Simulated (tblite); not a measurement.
C₆H₉O₂P.
SMILES with atom numbers: `[CH3:1][P:2]([CH2:3][OH:4])[c:5]1[cH:6][cH:7][o:8][cH:9]1` (hydrogens: H10, H11, H12 on C1; H13, H14 on C3; H15 on O4; H16 on C6; H17 on C7; H18 on C9)

Cartesian coordinates in Å at the GFN2-xTB level; atoms count from 1:
```xyz
18
C6H9O2P angstrom
C     -1.2342    1.5109    1.1893
P     -0.9955   -0.2954    0.8549
C     -1.7527   -0.3056   -0.8663
O     -1.7034   -1.5781   -1.4585
C      0.7512   -0.2600    0.3655
C      1.3596   -1.0088   -0.6837
C      2.6857   -0.7284   -0.6209
O      2.9493    0.1201    0.3887
C      1.7794    0.3920    0.9872
H     -0.8471    2.1157    0.3710
H     -0.7211    1.7735    2.1111
H     -2.2972    1.7056    1.3195
H     -2.7911    0.0521   -0.7823
H     -1.2019    0.3656   -1.5314
H     -2.1634   -2.2052   -0.8886
H      0.8573   -1.6455   -1.3826
H      3.5159   -1.0569   -1.2145
H      1.8004    1.0545    1.8299
```

All values are computed: GFN2-xTB (tblite) harmonic vibrations without scaling, gas phase. Errors from tens to a few hundred cm⁻¹ against measured bands are possible. One conformer, not necessarily the lowest.

Harmonic wavenumbers (cm⁻¹): 30.6, 87.3, 131.3, 145.0, 173.5, 183.0, 265.6, 298.6, 346.6, 372.2, 459.0, 596.3, 610.7, 680.1, 733.4, 748.9, 777.3, 828.6, 845.9, 852.7, 876.9, 891.9, 930.1, 1039.4, 1063.6, 1072.8, 1113.6, 1156.6, 1199.0, 1208.6, 1254.4, 1309.9, 1316.6, 1343.2, 1432.4, 1440.9, 1455.1, 1460.1, 1551.9, 2839.4, 2943.5, 2997.7, 3013.8, 3029.5, 3166.2, 3166.9, 3191.1, 3534.7.

A = 2228, B = 1045, C = 765.5 MHz; mass 144.034 u (most abundant isotopes); point group C1, symmetry number 1.

**Question.** Zero-point energy?

**Answer.** ½Σν̃ = 30083 cm⁻¹ = 359.87 kJ/mol.

**Question.** Give the ideal-gas entropy at 500 K and 1 bar in the rigid-rotor, harmonic-oscillator model (classical rotation).

**Answer.** Translation 181.59, rotation 130.21, vibration 208.41: S = 520.2 J/(mol K).

**Question.** And Cp and H(500 K) − H(0)?

**Answer.** Cp = 236.87 J/(mol K), of which vibrations give 203.61 (their classical limit is 48 R = 399.1); H(500 K) − H(0) = 69.78 kJ/mol without the zero-point energy, 53.15 from vibrations.

**Question.** Which modes carry the vibrational entropy at 500 K?

**Answer.** 30.6 cm⁻¹: 28.52; 87.3 cm⁻¹: 19.82; 131.3 cm⁻¹: 16.46; 145.0 cm⁻¹: 15.64; 173.5 cm⁻¹: 14.18; 183.0 cm⁻¹: 13.74 J/(mol K); the other 42 give 100.05 together.

**Question.** How do the functions run with temperature in this model?

**Answer.** 
```csv
T (K),S (J/(mol K)),Cp (J/(mol K)),H − H(0) (kJ/mol),G − H(0) (kJ/mol),ln q(vib)
100,295.3,79.0,5.47,-24.06,1.87
200,362.4,119.1,15.38,-57.10,4.50
300,418.8,162.1,29.43,-96.20,7.11
800,647.7,304.2,151.96,-366.22,19.68
1000,718.8,332.3,215.76,-503.03,24.23
```

q(vib) and H(0) count from the zero-point level.

Hindered rotation and anharmonicity are outside this model. Other conformers, if any are populated, would add a mixing term that is left out. The structure is chiral; the term R ln 2 for an equal mix with its mirror image is left out.
